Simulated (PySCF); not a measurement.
Molecule: SMILES C[CH2][Bi]([CH3])[CH3] (C4H11Bi). Atoms near the plane z = 0.0 Å, at the GFN2-xTB optimised geometry (x, y, z in Å): Bi1 (-0.8, -0.9, 0.0), C2 (1.4, -0.9, 0.0), H3 (1.8, 0.0, -0.4), H4 (1.8, -1.8, -0.6), H5 (1.8, -1.0, 1.0), C6 (-0.9, 1.4, 0.0), H7 (-0.1, 1.8, -0.5), H8 (-1.0, 1.7, 1.0), H9 (-1.8, 1.7, -0.5).

Level of theory: PBE0/def2-TZVP, def2 effective core potentials past Kr run with PySCF 2.14.0. The core electrons that the potentials of Bi replace are not part of the density. Cells within 0.4 Å of a nucleus heavier than hydrogen are left out (blank, or x). The values are rescaled to run from 0 to 1.

```
|0000000000000000000000000000000|
|0000000000000000000000000000000|
|0000000000000000000000000000000|
|0000000000000000000000000000000|
|0000001111111123321000000000000|
|0000023333222346664100000000000|
|0000246665444578887300000000000|
|0001478887655789998400000000000|
|0001578998744899998300000000000|
|00014789985xx699996000000000000|
|0000257888xxx288861000011000000|
|00000246774xx576520001465200000|
|0000001356778875200027898520000|
|0000000146889863100279999730000|
|0000000134555442112589999731000|
|0000001233222222234689998631000|
|0000013333356532367789987421000|
|000023554468x8523786x3775310000|
|00013566447xxx73388xxx254210000|
|00024676447xxx733882xx254310000|
|0002467654578752378634775310000|
|0002467764355533356678886420000|
|0002467775444443334579987520000|
|0001356777665543212478987520000|
|0000246777776642101257887410000|
|0000124667766531000135665200000|
|0000012455554320000012332100000|
|0000000123332100000000000000000|
|0000000001110000000000000000000|
|0000000000000000000000000000000|
|0000000000000000000000000000000|
```
Scale: ten equal steps from 0.000 (start of '0') to 1.00 (end of '9'), in the order '0123456789'; x runs from -4.00 to 4.00, y from -4.00 (bottom) to 4.00 (top).

Task: Which quantity is mapped?
(A) an orbital amplitude
(B) Laplacian of the electron density
(C) electron localisation function
(D) deformation density (molecule minus spherical neutral atoms)

Result: C, electron localisation function
